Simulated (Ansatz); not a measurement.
Ansatz (a program for electronic structure) was given this input:
Ansatz 0.2 input:
```yaml
crystal:
  periodic: [false, false, false]
  atoms:
    - {symbol: Si, position_ang: [-0.00000000, -0.00000000, -1.11647694]}
    - {symbol: S, position_ang: [0.00000000, 0.00000000, 0.97691732]}
basis:
  gaussian:
    orbitals: 6-311G__.json
hamiltonian:
  xc: {name: wB97X-V}
total_charge: -1
magnetization: {spin_polarized: true, initial_magnetization: 1}
accuracy: high
```
The basis file holds 6-311G** in the JSON format of the Basis Set Exchange.

Question: What does this run give for the <S^2>, number of basis functions, total energy?

Answer: 
```json
{
  "<S^2>": "0.753",
  "number_of_basis_functions": "54",
  "total_energy": "-687.6040 Eh"
}
```

A gas-phase anion may not be bound at this level; its values then depend on the basis.
